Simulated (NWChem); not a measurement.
System: HfSF2; SMILES [S]=[Hf]([F])[F]

NWChem input:

```
start job
memory heap 200 mb stack 900 mb global 1100 mb
geometry units angstroms noautoz
  Hf    -0.116868    -0.220710     0.000000
  S      0.257401     1.966580     0.000000
  F      0.553733    -1.013468     1.605430
  F      0.553733    -1.013468    -1.605430
end
basis spherical
  Hf library def2-svp
  S library def2-svp
  F library def2-svp
end
ecp
  Hf library def2-ecp
end
dft
  xc xwpbe 1.00 cpbe96 1.0 hfexch 1.00
  cam 0.25 cam_alpha 0.0 cam_beta 1.0
  iterations 150
  vectors input atomic output neutral.movecs
end
task dft energy
charge 1
dft
  odft
  mult 2
  vectors input atomic output cation.movecs
end
task dft energy
```

Structure relaxed at the PBE0/def2-SVP level. def2 effective core potentials on Hf; no spin-orbit coupling.

Ions are spin-unrestricted doublets at the neutral geometry; other ion states weren't tried. Functional: LC-ωPBE (HJS hole) with def2-SVP; the question gives the range parameter ω in 1/bohr.

Problem. Give the results of this calculation. (LC-wPBE (HJS exchange hole, range parameter 0.25 per bohr)/def2-SVP with def2 effective core potentials on Hf, vertical spin-unrestricted ions.) Quantities: vertical ionisation energy, ΔSCF (eV); −ε(HOMO) (eV).

Solution. 
```yaml
vertical ionisation energy, ΔSCF (eV): 9.28
"−ε(HOMO) (eV)": 8.85
```
